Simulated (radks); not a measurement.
The nitrogen anion N2-, [He] 2s2 2p5, held by a Watson sphere: a shell of charge +2 at radius R that stands for the Madelung well of a crystal (potential energy -2/R inside, -2/r outside, in hartree with lengths in bohr). Calculated with a radial shooting solver on a logarithmic mesh with Libxc functionals: scalar-relativistic Kohn-Sham, LDA (Slater exchange, VWN5 correlation), spin-polarised, spherical densities, finite nucleus; open shells are filled with parallel spins first; Fermi nuclear charge, rms radius of each element as measured or else 0.836 A^(1/3) + 0.57 fm. Response by self-consistent Sternheimer equations with the Hartree and adiabatic LDA kernel, the relativistic mass of each level held fixed and spin-orbit coupling left out. The sphere does not respond.

R (bohr)  e(2s down) (eV)  e(2p up) (eV)  e(2p down) (eV)  <r> 2p (bohr)  sum of <r^2> (bohr^2)  X-ray form factor at sin(theta)/lambda = 0.1 1/angstrom  alpha (bohr^3)
1.63              -19.051         -8.814           -7.770          1.599                  20.61                                                    7.681           12.44
2.02              -17.428         -7.590           -6.619          1.734                  23.80                                                    7.517           18.03
2.77              -15.080         -5.682           -4.786          1.984                  30.00                                                    7.247           36.40
3.16              -14.219         -4.929           -4.047          2.119                  33.36                                                    7.126           52.15
3.37              -13.835         -4.584           -3.703          2.195                  35.25                                                    7.067           63.23
3.86              -13.107         -3.927           -3.030          2.392                  39.95                                                    6.940           99.49
